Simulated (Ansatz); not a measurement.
`[CH3][GaH][SnH3]` + CH₃OH → `C[O][GaH][CH3]` + `[SnH4]` at 600 K and 1 bar (cleavage of the Ga–Sn bond).

Gas-phase electronic energies from Ansatz, PBE0-D4/def2-TZVP geometries. CCSD(T)/CBS adds triple-zeta CCSD(T) − MP2 to the extrapolated MP2 energy (def2 sets, frozen cores). This one scheme is used for every species. def2 core potentials past Kr. For Ga, Sn outer-core shells are correlated without core-valence functions, which leaves a few kJ/mol of doubt a bond. Scalar relativity is left out up to krypton. Each species was taken in one conformer, which may not be the lowest.

```
           species  CCSD(T)/CBS energy (Eh)  H − E (kJ/mol)  S (J/(mol·K))
`[CH3][GaH][SnH3]`              -2180.21403           227.3          483.3
             CH₃OH               -115.61712           163.6          277.3
  `C[O][GaH][CH3]`              -2079.44369           281.7          444.3
          `[SnH4]`               -216.39156            98.5          271.3
```

H − E and S are ideal-gas, rigid-rotor, harmonic terms from PBE0-D4/def2-TZVP, for one conformer and one mirror image of each species. 1 Eh = 2625.50 kJ/mol, R = 8.31446 J/(mol·K).

By hand: ΔE, ΔH, ΔS and ΔG.

ΔE = (-2079.44369) + (-216.39156) − (-2180.21403) − (-115.61712) = -0.00410 Eh = -10.8 kJ/mol. Δ(H − E) = 281.7 + 98.5 − 227.3 − 163.6 = -10.7, so ΔH = -21.5 kJ/mol. ΔS = 444.3 + 271.3 − 483.3 − 277.3 = -45.0 J/(mol·K). ΔG = -21.5 − 600 × (-45.0)/1000 = 5.5 kJ/mol.

By hand: the equilibrium constant, and the temperature at which ΔG would vanish if ΔH and ΔS stayed fixed.

log₁₀ K = −ΔG/(RT ln 10) = -0.5. ΔG = 0 at ΔH/ΔS = 478 K.

TΔS isn't small against ΔH here. The sign of ΔG lies within the doubt. A doubt of 5 kJ/mol in ΔE shifts log₁₀ K by 0.4 here. Other conformers and mirror images would add mixing entropy, several J/(mol·K) or more a flexible species. Modes under 60 cm⁻¹, often nearly free rotors, make the harmonic entropy too high. These are equilibria of isolated gas molecules and say nothing of rates. Largest T1 diagnostic: 0.014 (customary marks: 0.02 for closed shells, 0.045 for open ones).
